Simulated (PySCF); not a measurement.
System: C2H4N, charge 0, multiplicity 2. It need not be the lowest isomer of its formula. SMILES: N(=C)[CH2]
Coordinates optimised at B3LYP-D3(BJ)/def2-TZVP (Ansatz):
```xyz
7

C      1.0609    -0.4281     0.1001
N      0.0598     0.4012     0.3023
C     -1.0973     0.1834    -0.2844
H      2.0074    -0.2363     0.5895
H      0.9717    -1.3062    -0.5459
H     -1.2666    -0.6720    -0.9447
H     -1.9123     0.8742    -0.1089
```
Charge 0, spin multiplicity 2.

Dispersion corrections to the total energy (kcal/mol) from the dftd3 and dftd4 libraries through PySCF: D3(BJ) without and D4 with the three-body term, each with the damping fitted for the functional named.

```tsv
functional	D3(BJ)	D4
PW6B95	[?]	-1.72
HF	-20.94	-8.25
B3LYP	-3.71	[?]
B2GP-PLYP	-1.14	[?]
revPBE	-5.98	-7.51
TPSSh	-2.42	-2.37
TPSS	-2.69	-2.63
```

**Question.** Fill in the missing entries.

**Answer.** 
- PW6B95, D3(BJ): -0.93
- B3LYP, D4: -3.10
- B2GP-PLYP, D4: -0.77
